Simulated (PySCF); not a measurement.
A GIAO shielding run with PySCF 2.14.0 with density-fitted response routines (density fitting, non-relativistic, gas phase) on SMILES S(=O)(=O)([O-])C1=CC=CC=C1, [C6H5O3S]-:

```
{"job": {"kind": "nmr", "xc": "PBE0", "basis": "pcSseg-1"}, "charge": -1, "multiplicity": 1}
O      2.909031    -0.220651    -1.210871
S      2.418994     0.086559     0.130479
O      2.751397     1.429898     0.598140
O      2.671615    -0.966940     1.113731
C      0.612160     0.063438    -0.005598
C      0.009334    -0.785870    -0.908366
C     -1.373105    -0.865141    -0.961283
C     -2.139783    -0.094475    -0.100705
C     -1.527111     0.752988     0.809610
C     -0.144246     0.827186     0.857081
H      0.644685    -1.364406    -1.561433
H     -1.858646    -1.525991    -1.668498
H     -3.220466    -0.155192    -0.139697
H     -2.132621     1.350948     1.479042
H      0.374349     1.475640     1.546457
```

Hardware: 1 thread of an x86-64 server CPU, shared host. The job also computes population analyses, field gradients, ring-centre shieldings.

**Question.** How large is the calculation?

**Answer.** 82 electrons, 202 basis functions and 1068 auxiliary functions.

**Question.** How long does it take?

**Answer.** 49 s of wall time, with 15 SCF cycles and 5 response iterations. Times on a shared host scatter by some tens of per cent.
